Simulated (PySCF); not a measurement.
**Computed spin Hamiltonian**

C₇H₁₀N (doublet state).
Z-matrix (Å and degrees, GFN2-xTB geometry), rows numbered from 1:
```
C 
C   1  1.4846
C   2  1.3447  1  128.21
C   3  1.4384  2  107.83  1   178.79
C   4  1.3209  3  113.06  2     0.09
C   2  1.5136  1  122.34  3   179.17
C   6  1.5335  2  113.85  1    61.14
N   7  1.4541  6  110.92  2   -69.04
H   1  1.0908  2  110.20  3  -109.46
H   1  1.0887  2  109.57  3   132.28
H   1  1.0872  2  110.82  3    10.67
H   3  1.0741  2  127.24  1    -1.06
H   5  1.0719  4  129.95  3   179.53
H   6  1.0953  2  110.37  1   -61.70
H   7  1.0936  6  108.87  2    49.48
H   7  1.1033  6  108.12  2   166.58
H   8  1.0139  7  110.31  6   177.45
H   8  1.0151  7  110.33  6   -63.33
```

The hyperfine couplings belong to this conformer and change with its torsions.

Identity: `CC1=C[C]=C[C@@H]1CN` [radical].

The calculation used UKS B3LYP, pcH-1 on C H N, non-relativistic, mean-field spin-orbit, GIAO (PySCF). Geometry: GFN2-xTB, one conformer, isolated molecule. The geometry wasn't refined by DFT: couplings that depend on bond lengths, twists or pyramidal angles can differ widely from those at the functional's own minimum. Stability of the SCF solution: not tested.

```
g1, g2, g3                      : 2.00153, 2.00214, 2.00266
g_iso                           : 2.00211
Form of g                       : rhombic: the two nearest values differ by 46 % of g3 − g1
⟨S²⟩                            : 0.7595 (exact 0.7500)
α and β electrons               : 30, 29
HOMO–LUMO gap, α and β orbitals : 5.20, 3.48 eV
Total energy                    : -327.41356 Eh
Basis functions                 : 300
```

Hyperfine couplings atom by atom, in MHz; T1 to T3 are the principal values of the dipolar part; ρ(0) is the spin density at the nucleus:

| atom | isotope | a_iso | T1 | T2 | T3 | Mulliken spin population | ρ(0) (bohr⁻³) |
| --- | --- | --- | --- | --- | --- | --- | --- |
| C1 | 13C | 2.6 | -1.1 | -1.0 | 2.2 | 0.00 | 0.0023 |
| C2 | 13C | 47.8 | -4.8 | 0.9 | 3.9 | 0.05 | 0.0425 |
| C3 | 13C | 44.8 | -10.8 | -4.8 | 15.7 | -0.03 | 0.0399 |
| C4 | 13C | 418.5 | -79.1 | -59.4 | 138.5 | 1.00 | 0.3723 |
| C5 | 13C | 20.3 | -22.7 | 1.2 | 21.5 | -0.13 | 0.0181 |
| C6 | 13C | 59.1 | -7.7 | -6.4 | 14.1 | 0.08 | 0.0525 |
| C7 | 13C | -2.5 | -0.6 | -0.4 | 1.0 | 0.00 | -0.0022 |
| N8 | 14N | 2.4 | -0.2 | -0.2 | 0.3 | 0.00 | 0.0076 |
| H9 | 1H | 4.5 | -1.3 | -0.8 | 2.2 | 0.00 | 0.0010 |
| H10 | 1H | 4.8 | -1.4 | -0.7 | 2.1 | 0.00 | 0.0011 |
| H11 | 1H | 1.1 | -1.5 | -1.0 | 2.5 | 0.00 | 0.0002 |
| H12 | 1H | 10.2 | -6.7 | -5.2 | 11.9 | 0.00 | 0.0023 |
| H13 | 1H | 38.7 | -6.5 | -4.8 | 11.3 | 0.02 | 0.0087 |
| H14 | 1H | -3.7 | -4.0 | -1.5 | 5.5 | 0.00 | -0.0008 |
| H15 | 1H | 1.0 | -1.8 | -1.2 | 3.1 | 0.00 | 0.0002 |
| H16 | 1H | 0.1 | -1.4 | -1.0 | 2.3 | 0.00 | 0.0000 |
| H17 | 1H | 3.2 | -0.6 | -0.5 | 1.1 | 0.00 | 0.0007 |
| H18 | 1H | -0.2 | -0.9 | -0.7 | 1.5 | 0.00 | 0.0000 |

The Mulliken spin populations are largest on C4 (+1.00), C5 (-0.13) and C6 (+0.08). No atom but C4 exceeds +0.15.

Axes: g1 points within 12° of the C5–H13 bond.

Under fast tumbling the dipolar parts average out, and these isotropic splittings remain (the largest six): 1 × 1H (H13, I = 1/2, 2 lines) with 1.38 mT, 1 × 1H (H12, I = 1/2, 2 lines) with 0.36 mT, 1 × 1H (H14, I = 1/2, 2 lines) with 0.13 mT, 3 × 1H (H9/H10/H11, I = 1/2, 4 lines) with 0.12 mT, 1 × 14N (N8, I = 1, 3 lines) with 0.09 mT and 2 × 1H (H17/H18, I = 1/2, 3 lines) with 0.05 mT.

Means are taken over nuclei equivalent by connectivity, which assumes that they swap fast.

The 13C coupling of C4 (418.5 MHz) shows only in satellite lines or after enrichment, since that isotope makes up about 1.07 % of natural carbon.

β density exceeds α density at some nuclei, such as C7 (-0.0022), spin density in bohr⁻³. In a single determinant that takes different orbitals for the two spins, that is spin polarisation.

Time: 1.7 min (grids of density and orbitals included); peak memory 0.97 GiB. Hardware: an Arm Neoverse V1 with one thread, shared host with 32 logical CPUs at a one-minute load of 28.
